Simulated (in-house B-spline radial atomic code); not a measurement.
A fraction x of an electron is removed from 4d in Nb4+, starting from [Kr] 4d1 and keeping the highest spin. Method: non-relativistic r2SCAN, spin-polarised, spherical fractional occupations, point nucleus. Calculated with an all-electron radial atomic-structure program (B-spline basis).

```json
{"x": "0", "E(x) - E(0) (eV)": "0.0000", "4d up level (eV)": "-44.046"}
{"x": "0.02", "E(x) - E(0) (eV)": "0.8835", "4d up level (eV)": "-44.303"}
{"x": "0.22", "E(x) - E(0) (eV)": "10.0019", "4d up level (eV)": "-46.886"}
{"x": "0.33", "E(x) - E(0) (eV)": "15.2381", "4d up level (eV)": "-48.318"}
{"x": "0.39", "E(x) - E(0) (eV)": "18.1607", "4d up level (eV)": "-49.102"}
{"x": "0.5", "E(x) - E(0) (eV)": "23.6412", "4d up level (eV)": "-50.545"}
{"x": "0.61", "E(x) - E(0) (eV)": "29.2807", "4d up level (eV)": "-51.992"}
{"x": "0.66", "E(x) - E(0) (eV)": "31.8967", "4d up level (eV)": "-52.650"}
{"x": "0.81", "E(x) - E(0) (eV)": "39.9426", "4d up level (eV)": "-54.628"}
{"x": "0.99", "E(x) - E(0) (eV)": "49.9881", "4d up level (eV)": "-56.979"}
{"x": "1", "E(x) - E(0) (eV)": "50.5585", "4d up level (eV)": "-"}
```

The exact functional would give a straight line between the two integer points. Deviations E(x) - E(0) - x[E(1) - E(0)], in eV: -0.128 at x = 0.02, -1.121 at x = 0.22, -1.446 at x = 0.33, -1.557 at x = 0.39, -1.638 at x = 0.5, -1.56 at x = 0.61, -1.472 at x = 0.66, -1.01 at x = 0.81, -0.065 at x = 0.99.

The curve lies below the straight line by up to 1.638 eV (at x = 0.5): convex, the delocalisation error that favours fractional charges.

Task: How well does Slater's transition state (minus the level at half occupation) give the ionisation energy?

Result: It gives 50.545 eV against 50.559 eV from the two total energies; NIST lists 50.57 eV, ground level to ground level.
